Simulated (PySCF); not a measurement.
C2H5BrSn. Atoms are numbered in the order given.

```xyz
9

Sn     0.1681     0.1570    -0.7478
Br    -1.3981    -0.2801     1.1721
C      2.1006     0.5403     0.0697
C      3.1349    -0.2785    -0.1613
H      0.2117    -1.2730    -1.6885
H     -0.5090     1.4919    -1.5772
H      2.2389     1.4295     0.6984
H      4.1303    -0.0814     0.2580
H      3.0450    -1.1841    -0.7744
```

Geometry: r2SCAN-D4/def2-SVP. The structure was generated by enumeration; whether it is a known compound was not checked. The def2 effective core potentials stand for the cores of Sn; spin–orbit coupling is left out. The values are those of a single conformer.

Level of theory: TDDFT-PBE/def2-SVPD (PySCF).

Vertical excitations. The molecule is in vacuum.

| state | energy (eV) | λ (nm) | f | main pairs |
|---|---|---|---|---|
| S1 | 4.64 | 267 | 0.009 | HOMO→LUMO 85 % |
| S2 | 4.68 | 265 | 0.010 | HOMO−1→LUMO 85 % |
| S3 | 5.40 | 229 | 0.015 | HOMO→LUMO+1 85 % |
| S4 | 5.44 | 228 | 0.010 | HOMO−1→LUMO+1 88 % |
| S5 | 5.57 | 222 | 0.047 | HOMO−2→LUMO 64 %, HOMO−2→LUMO+1 28 % |
| S6 | 5.82 | 213 | 0.008 | HOMO−3→LUMO 91 % |
| S7 | 6.12 | 203 | 0.002 | HOMO→LUMO+2 91 % |
| S8 | 6.16 | 201 | 0.001 | HOMO−1→LUMO+2 95 % |
| S9 | 6.34 | 196 | 0.004 | HOMO→LUMO+3 68 % |
| S10 | 6.36 | 195 | 0.007 | HOMO−1→LUMO+3 82 % |
| T1 | 4.26 | 291 | 0 | HOMO−2→LUMO 54 %, HOMO→LUMO 25 %, HOMO−2→LUMO+1 12 % |
| T2 | 4.41 | 281 | 0 | HOMO→LUMO 71 %, HOMO−2→LUMO 15 % |
| T3 | 4.44 | 279 | 0 | HOMO−1→LUMO 84 % |
| T4 | 5.13 | 242 | 0 | HOMO→LUMO+1 91 % |
Triplets are in the Tamm–Dancoff approximation, which puts them higher than full response would, so one can lie above its singlet here.
